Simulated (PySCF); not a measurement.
Numbering as in the mapped SMILES `[CH2:1]=[CH:2][O:3][Si@@H:4]([F:5])[C:6]#[N:7]`. Each H is labelled by its parent atom. Ha(C1) is cis to O3; Hb(C1) is trans to O3.

Geometry: PBE0-D3(BJ)/def2-SVP; GIAO absolute shieldings from PySCF 2.14.0 with density-fitted response routines, gas phase, non-relativistic, averaged over equivalent atoms.

At PBE0/cc-pVDZ (122 basis functions):
```csv
atoms,σ (ppm)
C2,52.9
C6,81.4
C1,100.8
O3,217.2
Si4,473.0
F5,352.9
N7,-66.1
H(C2),24.91
H(Si4),26.50
Ha(C1),26.89
Hb(C1),26.94
```

**Question.** Estimate the result of repeating the calculation with wB97X-D/pcSseg-1.

**Answer.** 
| atoms | σ at wB97X-D/pcSseg-1 | change |
| --- | --- | --- |
| C2 | 30.1 | -22.8 |
| C6 | 59.9 | -21.5 |
| C1 | 82.9 | -17.9 |
| O3 | 212.2 | -5.0 |
| Si4 | 410.7 | -62.3 |
| F5 | 347.2 | -5.7 |
| N7 | -103.6 | -37.5 |
| H(C2) | 24.96 | +0.05 |
| H(Si4) | 26.58 | +0.08 |
| Ha(C1) | 26.77 | -0.12 |
| Hb(C1) | 26.78 | -0.16 |

The largest change is at Si4 (silicon bonded to C, F, O, H). Cost: 146 basis functions, 17 s wall time on 1 thread of an Arm Neoverse V2, shared host. The order of the carbon signals is the same at both levels.
